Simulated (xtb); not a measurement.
H3NSTe, SMILES N[Te]S. All values are semi-empirical tight-binding results from xtb (GFN2-xTB unless named), good for trends rather than for accurate numbers. Coordinates come from a GFN2-xTB optimisation. Other conformers were not sampled.

Optimised geometry:

Bond lengths (Å): Te1–N2 2.047, Te1–S5 2.381, N2–H3 1.011, N2–H4 1.011, S5–H6 1.328. Angles (°): N2–Te1–S5 93.8, Te1–N2–H3 112.0, Te1–N2–H4 112.4, H3–N2–H4 107.8, Te1–S5–H6 98.7.
Charge 0, spin multiplicity 1.

```json
{
  "orbital_gap": "3.70 eV",
  "zero_point_energy": "20.8 kcal/mol",
  "G − E(el) at 298.15 K (modified RRHO)": "1.9 kcal/mol",
  "static polarisability (D4 model)": "71.7 bohr³",
  "solvation energy, GFN2-xTB/ALPB(water)": "-4.5 kcal/mol",
  "solvation energy, GFN2-xTB/ALPB(toluene)": "-5.0 kcal/mol"
}
```

Computed atomic charges and the Wiberg bond orders between heavy atoms:
charges (e) Te1 0.14, N2 -0.35, H3 0.16, H4 0.16, S5 -0.27, H6 0.17. Bond orders Te1–N2 1.18, Te1–S5 1.13.
